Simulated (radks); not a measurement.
Spherical quantum dot in the effective-mass picture: electrons in a parabolic well V = omega^2 r^2 / 2 with omega = 1.9, with a point charge +2 (a donor) at the centre, all in effective atomic units (hartree* = m*/eps^2 hartree, bohr* = eps/m* bohr), one dielectric constant everywhere. Method: non-relativistic Kohn-Sham, r2SCAN, spin-polarised, spherical densities, generalised Kohn-Sham scheme; computed with a radial shooting solver with Libxc functionals. Levels are named by radial order and angular momentum (1s, 1p, 1d, 2s, ...), and open shells are averaged over m. Results are scaled to m* = 0.144 and eps = 11.8, for which hartree* = 28.14 meV and bohr* = 4.336 nm.

N = 8, configuration 1s2 1p6. This is the lowest configuration that the search found. Occupied and some empty levels:

level,occupation,eigenvalue (meV),<r> (nm)
1s,2,170.38,3.019
1p,6,238.36,5.003
2s,0,266.75,5.327
1d,0,288.10,6.042
1f,0,337.74,6.844

Energy (meV): total 1050.04, kinetic 479.05, external -53.690, Hartree 776.12, exchange-correlation -151.43.

Electron density:

r (nm),n(r) (e/nm^3)
0.195,0.05292
0.928,0.02906
1.66,0.01856
2.40,0.01373
3.13,0.01090
3.86,0.008544
4.60,0.006279
5.33,0.004209
6.07,0.002527
6.80,0.001355
7.53,0.0006444
8.27,0.0002711
9.00,0.0001004
9.74,0.00003309
